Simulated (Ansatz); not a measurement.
Results of the Gaussian-basis code of Ansatz.

A structure relaxed at PBE0-D4/def2-TZVP, charge 0, multiplicity 1:

Cartesian coordinates in Å:
```
F 1.177 -0.470 1.634
Y 0.057 -0.023 0.077
Cl 0.279 2.195 -0.939
Cl -1.512 -1.702 -0.771
```

Question: Give its formula and SMILES.

Answer: Cl2FY, `[F][Y]([Cl])[Cl]`.

Question: Point group (tolerance 0.08 Å, 0.16 Å for H)?

Answer: C2v.

Question: Summarise the bond lengths by kind.

Answer: 1 × F–Y 1.970 Å; 2 × Cl–Y 2.449 Å.
